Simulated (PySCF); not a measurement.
# Stretching BrO⁻

Set-up: Br aug-cc-pVDZ-PP with ECP10, O aug-cc-pVDZ; scalar-relativistic core potentials (PySCF 2.14). Energies in eV from Br⁻ + O in their ground configurations at the same level. State: ³Π (triplet), unpaired electrons σ ↑, π ↑, a second solution, started from another occupation.

```
R (Å)     PBE0
1.575   2.3305
1.649   1.6449
1.722   1.1148
1.777   0.7824
1.832   0.4924
1.887   0.2416
1.960  -0.0347
2.052  -0.2952
2.162  -0.5015
2.308  -0.6414
```

Task: Put a parabola through the three lowest points of the PBE0 curve and estimate Re, k and ωe (reduced mass 13.3 u; 1 eV/Å² = 0.16022 mdyn/Å; ωe = 1302.8·√(k/μ) cm⁻¹).

Result: Through R = 2.052, 2.162, 2.308 Å the second-order coefficient is 3.58 eV/Å², so Re ≈ 2.369 Å, k ≈ 1.15 mdyn/Å and ωe ≈ 383 cm⁻¹. A polynomial fit of higher order to the unrounded PBE0 energies gives Re = 2.467 Å, k = 0.401 mdyn/Å, ωe = 226 cm⁻¹; anharmonicity and rounding make the difference.

The higher-order fit for each curve: PBE0: Re = 2.467 Å, ωe = 226 cm⁻¹, minimum 0.68 eV below the ground-state fragments.

Spin–orbit coupling is left out. For an ion De counts to the pair picked by the measured ionisation energies or electron affinities, which need not be the lowest pair at this level.
